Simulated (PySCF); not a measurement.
AlH5OP2, SMILES [OH][Al]([PH2])[PH2].

Geometry: B3LYP-D3(BJ)/def2-SVP. The structure was generated by enumeration; whether it is a known compound was not checked. The values are those of a single conformer.

Level of theory: TDDFT-CAM-B3LYP/def2-SVPD (PySCF 2.14.0).

Vertical excitations. The molecule is in vacuum.

```json
[
 {"state": "S1", "energy (eV)": "5.13", "λ (nm)": "242", "f": "0.060", "main pairs": "HOMO→LUMO+1 62 %, HOMO→LUMO 28 %"},
 {"state": "S2", "energy (eV)": "5.48", "λ (nm)": "226", "f": "0.086", "main pairs": "HOMO→LUMO 52 %, HOMO→LUMO+1 31 %"},
 {"state": "S3", "energy (eV)": "5.67", "λ (nm)": "218", "f": "0.126", "main pairs": "HOMO→LUMO+2 77 %, HOMO→LUMO 12 %"},
 {"state": "S4", "energy (eV)": "6.30", "λ (nm)": "197", "f": "0.016", "main pairs": "HOMO→LUMO+5 32 %, HOMO−1→LUMO 23 %, HOMO−1→LUMO+2 19 %, HOMO→LUMO+6 10 %"},
 {"state": "S5", "energy (eV)": "6.38", "λ (nm)": "194", "f": "0.028", "main pairs": "HOMO−1→LUMO+1 61 %, HOMO−1→LUMO+2 16 %, HOMO→LUMO+6 11 %"},
 {"state": "S6", "energy (eV)": "6.60", "λ (nm)": "188", "f": "0.127", "main pairs": "HOMO−1→LUMO 52 %, HOMO−1→LUMO+1 20 %"},
 {"state": "S7", "energy (eV)": "6.62", "λ (nm)": "187", "f": "0.059", "main pairs": "HOMO→LUMO+3 70 %"},
 {"state": "S8", "energy (eV)": "6.96", "λ (nm)": "178", "f": "0.058", "main pairs": "HOMO−2→LUMO 38 %, HOMO−2→LUMO+1 32 %, HOMO→LUMO+4 11 %"},
 {"state": "S9", "energy (eV)": "7.05", "λ (nm)": "176", "f": "0.055", "main pairs": "HOMO→LUMO+4 50 %, HOMO−2→LUMO 17 %"},
 {"state": "S10", "energy (eV)": "7.22", "λ (nm)": "172", "f": "0.019", "main pairs": "HOMO→LUMO+5 32 %, HOMO−1→LUMO+3 21 %, HOMO→LUMO+6 10 %, HOMO−2→LUMO+1 5 %"},
 {"state": "T1", "energy (eV)": "4.41", "λ (nm)": "281", "f": "0", "main pairs": "HOMO→LUMO 50 %, HOMO→LUMO+1 44 %"},
 {"state": "T2", "energy (eV)": "5.11", "λ (nm)": "243", "f": "0", "main pairs": "HOMO→LUMO+1 42 %, HOMO→LUMO 29 %, HOMO→LUMO+2 16 %"},
 {"state": "T3", "energy (eV)": "5.23", "λ (nm)": "237", "f": "0", "main pairs": "HOMO→LUMO+2 61 %"},
 {"state": "T4", "energy (eV)": "5.37", "λ (nm)": "231", "f": "0", "main pairs": "HOMO−1→LUMO 42 %, HOMO−1→LUMO+1 42 %"}
]
```
Triplets are in the Tamm–Dancoff approximation, which puts them higher than full response would, so one can lie above its singlet here.
